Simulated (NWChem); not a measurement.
AlN2H5; SMILES [NH2][AlH][NH2]

```xyz
8

Al     0.0000     0.0000    -0.4780
H      0.0000     0.0000    -2.0624
N     -1.5438    -0.0001     0.3990
H     -2.4480     0.0030    -0.0588
H     -1.6712    -0.0035     1.4042
N      1.5438     0.0001     0.3990
H      1.6712     0.0035     1.4042
H      2.4480    -0.0030    -0.0588
```
Atoms are numbered in this order, from 1.

The geometry was optimised at PBE0/def2-SVP.

Symmetry labels are those of C2 in the frame above (b1 and b2, or b-type labels, depend on it).

Problem. List the 4 lowest vertical singlet excitations from B3LYP/def2-SVPD, TDA (NWChem).

Solution. 
| state | energy (eV) | oscillator strength | symmetry | leading excitation (squared amplitude) |
|---|---|---|---|---|
| S1 | 5.51 | 0.000 | a | HOMO → LUMO (0.99) |
| S2 | 6.27 | 0.149 | b | HOMO−1 → LUMO (0.87) |
| S3 | 6.38 | 0.099 | b | HOMO → LUMO+1 (0.96) |
| S4 | 6.61 | 0.001 | b | HOMO → LUMO+2 (0.87) |
